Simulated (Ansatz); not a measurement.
Calculated with Ansatz (gas phase, PBE0-D4/def2-TZVP geometries, no zero-point term in ΔE). CCSD(T)/CBS is the MP2 limit (def2-TZVPP, def2-QZVPP) plus CCSD(T) − MP2 in def2-TZVPP, frozen cores. This one scheme is used for every species. DFT in def2-TZVPP. B3LYP here is the variant with VWN-RPA as its local correlation; programs differ in this. HSE06 is defined as in plane-wave codes. def2 core potentials past Kr. For Ta outer-core shells are correlated without core-valence functions, which leaves a few kJ/mol of doubt a bond. One conformer a species, not always the lowest.

Consider the formal hydrolysis of a Ta–F bond: `[NH2][Ta]([OH])([F])=[S]` + H₂O → `[NH2][Ta]([OH])([OH])=[S]` + H–F.

Task: Is it downhill or uphill in electronic energy at CCSD(T)/CBS, and by how much? (Best estimate.)

Result: Computed: Uphill: ΔE = +32.0 kJ/mol.

Task: What do these levels give: revPBE-D4, B2PLYP, revPBE, PBE0, B3LYP, HSE06, BHLYP, RPA@PBE/def2-TZVPP, HF/def2-SVP, MP2/def2-QZVPP, SCS-MP2/def2-QZVPP, MP2/CBS(def2)? (Estimate.)

Result: Computed: revPBE-D4 39.0, B2PLYP 37.6, revPBE 43.5, PBE0 37.7, B3LYP 41.5, HSE06 37.5, BHLYP 38.9, RPA@PBE/def2-TZVPP 34.1, HF/def2-SVP 39.2, MP2/def2-QZVPP 29.2, SCS-MP2/def2-QZVPP 32.5, MP2/CBS(def2) 28.8 kJ/mol.

Task: What do rigid-rotor, harmonic-oscillator terms from PBE0-D4/def2-TZVP frequencies (298.15 K, 1 bar) make of the CCSD(T)/CBS value? (Estimate.)

Result: Ansatz gave: ΔZPE = -4.0 kJ/mol, ΔH = +28.8 kJ/mol, ΔS = -4 J/(mol·K), ΔG = +29.9 kJ/mol.

Largest T1 diagnostic among the species: 0.020, so the coupled-cluster value is less sure than usual.

From BLYP to BHLYP (50 % exact exchange), in def2-TZVPP and without D4, ΔE moves by −6.0 kJ/mol. In def2-TZVPP, CCSD(T) changes the Hartree–Fock value by −6.0 kJ/mol (the triples alone add −0.5 kJ/mol) and MP2 by −9.2 kJ/mol. Leaving LDA and LC-ωPBE aside and taking each functional with its dispersion term where it has one, the values, not all of them listed here, spread over 10.5 kJ/mol, from PBE-QIDH to B97M-V. LDA lies −7.2 kJ/mol from PBE without D4.
